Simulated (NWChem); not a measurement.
# ZnBr, doublet; SMILES [Br][Zn]

```xyz
2

Zn     0.0000     0.0000    -1.2489
Br     0.0000     0.0000     1.0704
```
Atoms are numbered in this order, from 1.

Results from NWChem. Spin-unrestricted. Medium grid unless said otherwise, to which SCAN and Minnesota functionals are sensitive. Structure relaxed at the PBE-D3(BJ)/def2-SVP, spin-unrestricted level. This spin state was assumed; another may lie lower. No stability test was run on the SCF state. Total energies of different functionals are on different scales.

```csv
level,energy (Ha),highest occupied level (eV),"lowest empty minus highest occupied level, either spin (eV)",dipole (D),<S²>
B3LYP/def2-SVP,-4353.0755,-6.00,2.23,3.05,0.752
PBE/def2-SVP,-4352.3350,-5.25,1.04,2.86,0.751
PW6B95/def2-SVP,-4355.0352,-6.21,2.74,3.19,0.752
MN15-L/def2-SVP,-4353.0143,-5.48,1.76,3.26,0.753
TPSS/def2-SVP,-4352.9167,-5.32,1.18,3.05,0.752
UHF/def2-SVP,-4349.7028,-8.45,8.42,4.01,0.755
```
